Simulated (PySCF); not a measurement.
**Highest orbital energy against ionisation energy along the third row**

Calculated with PySCF 2.14, no spin-orbit coupling. Each cell gives −ε(HOMO) / ΔSCF in eV; NIST values include spin-orbit coupling, (s) semi-empirical, (t) theoretical.

| species | UHF | LDA | PBE | PBE0 | r2SCAN | NIST (lowest levels) |
| --- | --- | --- | --- | --- | --- | --- |
| Mg⁺ (dyall-av2z, non-relativistic) | 14.736 / 14.722 | 11.987 / 15.351 | 11.894 / 15.330 | 12.704 / 15.226 | 12.050 / 15.007 | 15.035 |
| Al⁺ (dyall-av2z, non-relativistic) | 17.746 / 17.520 | 14.885 / 18.896 | 14.775 / 18.764 | 15.728 / 18.656 | 14.918 / 18.371 | 18.829 |
| Si⁺ (dyall-av2z, non-relativistic) | 16.150 / 15.786 | 12.058 / 16.325 | 12.174 / 16.370 | 13.307 / 16.389 | 12.539 / 16.471 | 16.346 |
| P⁺ (dyall-av2z, non-relativistic) | 19.697 / 19.142 | 14.921 / 19.798 | 14.976 / 19.761 | 16.316 / 19.792 | 15.411 / 19.912 | 19.769 (s) |
| S⁺ (dyall-av2z, non-relativistic) | 23.460 / 22.726 | 17.916 / 23.402 | 17.930 / 23.314 | 19.494 / 23.376 | 18.485 / 23.509 | 23.338 |
| Cl⁺ (dyall-av2z, non-relativistic) | 23.513 / 22.519 | 18.311 / 23.952 | 18.304 / 23.804 | 19.874 / 23.790 | 18.634 / 23.737 | 23.814 |
| Ar⁺ (dyall-av2z, non-relativistic) | 27.579 / 26.392 | 21.597 / 27.850 | 21.532 / 27.617 | 23.319 / 27.626 | 21.962 / 27.679 | 27.630 |

**Question.** How far is −ε(HOMO) from ΔSCF on average for each method, and why?

**Answer.** UHF 0.58 eV; LDA -4.84 eV; PBE -4.77 eV; PBE0 -3.44 eV; r2SCAN -4.38 eV. Hartree-Fock orbital energies lack relaxation and so exceed the ΔSCF value; semilocal functionals have convex E(N) from self-interaction, so their HOMO lies far too high; exact exchange moves hybrids part of the way back.
